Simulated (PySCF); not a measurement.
**Telling isomers of C$_{10}$H$_{11}$N apart by NMR**

PySCF 2.14 calculation with NMR shieldings at PBE0/pcSseg-1/GIAO, PBE0-D3(BJ)/def2-SVP structure and J: B3LYP/pcJ-1 (spin–dipole term left out of most H,H and C,H couplings); single conformer, equivalent nuclei averaged, isolated molecule, relativity neglected.

Scale: $^{1}$H and $^{13}$C against TMS (reference shieldings calculated alike). Multiplet labels drop J under 1 Hz and among equivalent protons, and merge close values. Unscaled 3J(H,H) run several per cent high. Shifts are as computed. Against solution values, carbons near 30 ppm lie about +2 ppm off and those near 130 ppm about +5 ppm (rms about the fit 1.9 ppm; single classes can miss by 10 ppm). Of 1328 compounds with measured shifts, 309 miss one by over three times the rms of a fit or turn the order of signals round; such compounds aren't used in these exercises. Signals without a measured value on file couldn't be tested in this way; 1H shifts scatter by 0.2 ppm about their fit, and single ones miss by 0.5 ppm.

(1) Tabulate the signals of `Cc1cccc([C@H](C)C#N)c1`, `C=C(C)/C=C\c1ccccn1` and their relative energies.

(2) What is the quickest way to tell Cc1cccc([C@H](C)C#N)c1 from C=C(C)/C=C\c1ccccn1?

Results:

(1) 
| SMILES | carbon types | δC | δH | E rel. (kcal/mol) |
| --- | --- | --- | --- | --- |
| Cc1cccc([C@H](C)C#N)c1 | 3×C 5×CH 2×CH3 | 145.0, 144.8, 134.4, 134.4, 133.6, 129.8, 127.4, 34.0, 26.7, 23.3 | 7.65 (t, 1H), 7.37 (m, 1H), 7.28 (m, 1H), 6.96 (m, 1H), 3.29 (q, 1H), 2.47 (s, 3H), 1.40 (d, 3H) | 0.0 |
| C=C(C)/C=C\c1ccccn1 | 2×C 6×CH 1×CH2 1×CH3 | 163.2, 154.6, 150.7, 142.8, 140.1, 139.6, 131.6, 130.8, 125.9, 24.2 | 8.75 (dt, 1H), 7.65 (td, 1H), 7.13 (dd, 1H), 7.05 (ddd, 1H), 6.85 (dq, 1H), 6.49 (dt, 1H), 5.52 (d of sext, 1H), 5.49 (quint of t, 1H), 1.64 (t, 3H) | 23.8 |

Energies are electronic energies at PBE0/pcSseg-1 on these geometries, without zero-point or thermal terms, each for the one conformer computed, which needn't be the lowest.

(2) Both give the same number of carbon signals, but DEPT or the intensities differ. The first has an sp3 CH on an aromatic ring at 34.0 ppm, the second a terminal =CH2 carbon at 130.8 ppm. Their most deshielded carbons lie at 145.0 and 163.2 ppm. In the proton spectra the most deshielded non-exchanging signals are 7.65 (t, J = 1.6 Hz, 1H) and 8.75 (dt, J = 5.4, 1.3 Hz, 1H).
